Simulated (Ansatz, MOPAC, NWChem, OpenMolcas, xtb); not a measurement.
GeH2O2 (SMILES [OH][Ge][OH]): methods side by side

The runs start from one conformer, not always the lowest.

GeH2O2, singlet, SMILES `[OH][Ge][OH]`. Each level relaxes the structure for itself.

Quantity: the zero-point energy at each level's own minimum, in kJ/mol. The values are calculated.

```
                             level            kind     program  value (kJ/mol)
                               AM1  semi-empirical       MOPAC            69.7
                               PM3  semi-empirical       MOPAC            74.3
                          GFN2-xTB  semi-empirical         xtb            61.5
                          GFN1-xTB  semi-empirical         xtb            64.6
                          HF/3-21G    Hartree–Fock      NWChem            71.9
   HF/6-31G* (Cartesian functions)    Hartree–Fock  OpenMolcas            74.3
                        HF/cc-pVTZ    Hartree–Fock  OpenMolcas            74.4
B3LYP/6-31G* (spherical functions)   global hybrid      NWChem            68.0
                 PBE0-D4/def2-TZVP   global hybrid      Ansatz            69.4
```

All-electron rows without a relativistic Hamiltonian named are non-relativistic. Harmonic and unscaled. The values span 61.5 to 74.4 kJ/mol.
